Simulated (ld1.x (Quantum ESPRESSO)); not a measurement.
# Transferability test, TM potential for Be

```json
{"Element": "Be (Z = 4)", "Generator": "ld1.x (Quantum ESPRESSO) 7.5", "Type": "norm-conserving Troullier–Martins (Kleinman–Bylander form)", "Functional": "PBEsol", "Relativity": "scalar-relativistic", "Frozen core": "[He]", "Valence charge": "2", "Reference configuration": "2s1.5 2p0.5", "Partial waves": "2s (bound): rc 1.40 bohr; 2p (bound): rc 4.20 bohr; 3d channel at -0.2 Ry: rc 4.35 bohr", "Local potential": "all-electron potential smoothed inside 1.20 bohr (lloc = -1)", "Core correction": "a·sin(br)/r model core, default radius (core density twice the valence density)"}
```

Energies are relative to the spin-unpolarised reference configuration 2s1.5 2p0.5; without spin polarisation the order of configurations can differ from experiment.

```json
{"valence configuration": "2s2 2p0", "charge": "0", "ΔE all-electron (eV)": "-1.793", "error AE − PS (meV)": "-5.6"}
{"valence configuration": "2s1.5 2p0", "charge": "+0.5", "ΔE all-electron (eV)": "1.929", "error AE − PS (meV)": "+14"}
{"valence configuration": "2s0 2p1", "charge": "+1", "ΔE all-electron (eV)": "11.572", "error AE − PS (meV)": "-123"}
{"valence configuration": "2s1 2p1", "charge": "0", "ΔE all-electron (eV)": "1.801", "error AE − PS (meV)": "-5.9"}
{"valence configuration": "2s0 2p2", "charge": "0", "ΔE all-electron (eV)": "5.419", "error AE − PS (meV)": "-55"}
```

Question: What are ΔE and the potential's error for 2s1 2p0?

Answer: ΔE = 7.665 eV all-electron; the error (AE − PS) is +45 meV.
